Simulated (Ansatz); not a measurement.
A structure relaxed at r2SCAN-D4/def2-SVP in Ansatz, charge 0, singlet:

Cartesian coordinates in Å:
```
Cl 1.0669 1.4215 1.5953
Cl -1.1042 -1.4693 -1.5579
Cl -1.5254 1.7519 -0.5548
Cl 1.5704 -1.7575 0.5000
O -1.6094 -0.7142 1.4539
O 1.6106 0.7059 -1.4566
Sn 0.0018 -0.0123 -0.0040
H -2.0604 -1.4066 0.9331
H -2.2317 0.0375 1.4675
H 2.2682 -0.0139 -1.3955
H 2.0132 1.4569 -0.9810
```

**Question.** Give its formula.

**Answer.** SnCl4O2H4.

**Question.** Summarise the bond lengths by kind (pairs closer than 1.2 times the sum of covalent radii, bridged metal pairs left out).

**Answer.** 4 × Cl–Sn 2.40 Å; 2 × O–Sn 2.28 Å; 4 × H–O 0.98 Å.

In the def2 sets Sn takes a core potential; there is no spin–orbit coupling. Another isomer (singlet) lies 0.29 eV lower at PBE0-D4/def2-TZVP; other spin states weren't run for this one.
